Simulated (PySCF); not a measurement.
Pb(Cl)(SH) (ClHPbS), SMILES [SH][Pb][Cl] (connectivity only; charge and spin as stated), neutral, multiplicity 1.

Coordinates come from a PBE-D3(BJ)/def2-TZVP optimisation. The def2 effective core potentials stand for the cores of Pb; spin–orbit coupling is left out. The values are those of a single conformer.

These are PBE0/def2-TZVPD in PySCF values and carry that method's errors.

Symmetry labels are those of the subgroup Cs that the program uses (full group Cs).

Q: List the valence orbital energies around the gap with their symmetry. (Estimate from the structure and the level; the computed values follow.)

A: 
```json
[
 {"orbital": "HOMO−7", "symmetry": "A'", "energy (eV)": "-19.82"},
 {"orbital": "HOMO−6", "symmetry": "A'", "energy (eV)": "-14.31"},
 {"orbital": "HOMO−5", "symmetry": "A'", "energy (eV)": "-11.08"},
 {"orbital": "HOMO−4", "symmetry": "A'", "energy (eV)": "-9.25"},
 {"orbital": "HOMO−3", "symmetry": "A\"", "energy (eV)": "-8.73"},
 {"orbital": "HOMO−2", "symmetry": "A'", "energy (eV)": "-8.68"},
 {"orbital": "HOMO−1", "symmetry": "A'", "energy (eV)": "-7.57"},
 {"orbital": "HOMO", "symmetry": "A\"", "energy (eV)": "-7.54"},
 {"orbital": "LUMO", "symmetry": "A\"", "energy (eV)": "-2.90"},
 {"orbital": "LUMO+1", "symmetry": "A'", "energy (eV)": "-1.18"},
 {"orbital": "LUMO+2", "symmetry": "A'", "energy (eV)": "-0.88"},
 {"orbital": "LUMO+3", "symmetry": "A'", "energy (eV)": "-0.12"}
]
```
